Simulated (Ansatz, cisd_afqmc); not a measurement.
Species: Co, charge 0, quartet.

Property: first ionisation energy (Co+ (triplet) against Co (quartet)), in eV. UHF or UKS for unpaired electrons; spin-orbit terms are left out. The -DK rows use spin-free X2C, correlate 3s3p of the metal (1s2s2p frozen) and give its partners the cc-pVXZ-DK valence sets. The Monte Carlo rows (phaseless AFQMC, CISD trial, step 0.005/hartree) carry one-sigma bars that omit the constraint's bias. Outlying blocks are dropped, and bars are widened where a walk drifts. Over all cases where full CI ran beside it in this data, AFQMC minus full CI had a median of +0.1 mEh and passed +0.4 mEh in a tenth of the cases. CBS(X,Y): correlation extrapolated as X^-3, Hartree-Fock from the larger set. A bracket is a step between two methods taken in the basis named. The functionals are non-relativistic, so their misses hold any scalar relativity. Open-shell metal atoms are single determinants, not pure terms.

```
level                                                                                     program  first ionisation energy (eV)  difference against the last row
----------------------------------------------------------------------------  -------------------  ----------------------------  -------------------------------
r2SCAN/def2-TZVPD                                                                          Ansatz                          7.75                            -0.15
wB97X-V/def2-TZVPD                                                                         Ansatz                          7.14                            -0.76
MP2/CBS(cc-pwCVTZ-DK,cc-pwCVQZ-DK)                                                         Ansatz                          6.93                            -0.97
CCSD(T)/aug-cc-pwCVTZ-DK                                                                   Ansatz                          8.00                             0.10
CCSDT(Q)/cc-pwCVTZ-DK                                                                      Ansatz                          7.97                             0.07
AFQMC/CISD/cc-pwCVTZ-DK                                                                cisd_afqmc                   7.93 ± 0.02                             0.03
CCSD(T)/CBS(cc-pwCVTZ-DK,cc-pwCVQZ-DK) + [AFQMC/CISD - CCSD(T)]/cc-pwCVTZ-DK  Ansatz + cisd_afqmc                   7.86 ± 0.02                            -0.04
CCSD(T)/CBS(cc-pwCVTZ-DK,cc-pwCVQZ-DK) + [CCSDT(Q) - CCSD(T)]/cc-pwCVTZ-DK                 Ansatz                          7.90                             0.00
```

Ansatz is a first-principles code.
